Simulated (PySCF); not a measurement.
**Fe¹²⁺: ionisation energy**

Fe¹²⁺ [Ne] 3s2 3p2 (3P) → Fe¹³⁺ [Ne] 3s2 3p1 (2P), as a difference of total energies. All numbers are calculated (PySCF 2.14, scalar relativity by spin-free X2C-1e, in an even-tempered Gaussian basis (19 s from 0.69 bohr⁻², ratio 2.5; 12 p from 0.9 bohr⁻², ratio 2.5; 5 d from 5 bohr⁻², ratio 2.7; 4 f from 7.5 bohr⁻², ratio 2.7)). Correlated levels: outer shells: 1s2 frozen; virtual orbitals above 40 to 60 times the deepest correlated orbital energy dropped. The calculations carry no spin-orbit coupling.

```csv
method,ionisation energy (eV)
UHF,358.41
LDA,359.55
PBE,359.52
PBE0,359.53
r2SCAN,359.82
TPSSh,359.64
B2PLYP,359.39
MP2 (outer shells),358.99
SCS-MP2 (outer shells),358.84
```

**Question.** How much does correlation contribute at MP2 (outer shells)?

**Answer.** 358.99 − (358.41) = 0.58 eV, measured against UHF.

A first-order spin-orbit estimate (lowest level to lowest level, LS coupling) adds -0.063 eV.

For comparison: 361 ± 0.7 eV (semi-empirical (NIST evaluation); NIST Atomic Spectra Database, ionization energies).
